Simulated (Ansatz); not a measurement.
Ansatz (a program for electronic structure) input:

Ansatz 0.2 input:
```yaml
crystal:
  periodic: [false, false, false]
  atoms:
    - {symbol: Si, position_ang: [-0.27164230, 0.02660242, -0.23032879]}
    - {symbol: Br, position_ang: [-0.28551045, -1.56318724, 1.42936149]}
    - {symbol: Br, position_ang: [0.30420914, 1.87309821, 1.01108061]}
    - {symbol: Br, position_ang: [1.76446469, -0.43975450, -1.19027749]}
    - {symbol: O, position_ang: [-1.47323239, 0.12328549, -1.12977540]}
basis:
  gaussian:
    orbitals: def2-TZVP
hamiltonian:
  xc: b3lyp
  dispersion: d3bj
magnetization: {spin_polarized: true, initial_magnetization: 1}
relax: {f_tol: 0.002, max_steps: 150}
```

Question: Which total energy does the run end on?

Answer: -8087.45045 Eh (B3LYP-D3(BJ)/def2-TZVP). The basis has 212 functions.

It need not be the lowest isomer of its formula.
